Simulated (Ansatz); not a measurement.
Ideal-gas functions of `C[Te]BF` at 500 K and 1 bar, from an Ansatz frequency run at PBE0-D4/def2-TZVP.

Molar mass 173.45 g/mol, point group Cs (symmetry number 1), electronic degeneracy 1, moments of inertia 58.876, 216.967, 272.628 u Å². Harmonic wavenumbers (cm⁻¹, unscaled): 75, 142, 176, 290, 543, 599, 765, 854, 862, 1073, 1260, 1297, 1453, 1465, 2606, 3084, 3191, 3195.

Use S(trans) = R[1.5 ln M + 2.5 ln T − 1.1517]; rotational temperatures θ = 24.2544 K / I; S(rot) = R[ln(√π/σ · √(T³/θAθBθC)) + 1.5]; for each mode x = 1.438777 ν̃/T, S = R[x/(eˣ − 1) − ln(1 − e⁻ˣ)] and H = RT x/(eˣ − 1); 1 cm⁻¹ = 0.0119627 kJ/mol; R = 8.31446 J/(mol·K).

Task: By hand: the entropy, in J/(mol·K).

Result: Translation 183.9. Rotation: θ = 0.412, 0.1118, 0.089 K, giving 117.6. Vibration, mode by mode: 21.08, 15.81, 14.06, 10.06, 5.40, 4.75, 3.25, 2.66, 2.61, 1.62, 1.05, 0.96, 0.67, 0.65, 0.04, 0.01, 0.01, 0.01, in all 84.7. Electronic 0.0. Sum 386.2 J/(mol·K).

Task: By hand: H − E and G − E in kJ/mol, counted from the electronic energy.

Result: Zero-point energy ½ × 22930 × 0.0119627 = 137.2; thermal vibration 21.2; translation, rotation and pV give 4 RT = 16.6. H − E = 175.0 kJ/mol, and G − E = 175.0 − 500 × 386.2/1000 = -18.1 kJ/mol.

Vibration gives 22 % of the entropy, 36.9 J/(mol·K) of it from the modes under 150 cm⁻¹: soft modes count most, and the harmonic formula is weakest for them. The sum counts one conformer and one mirror image; others add a mixing term.
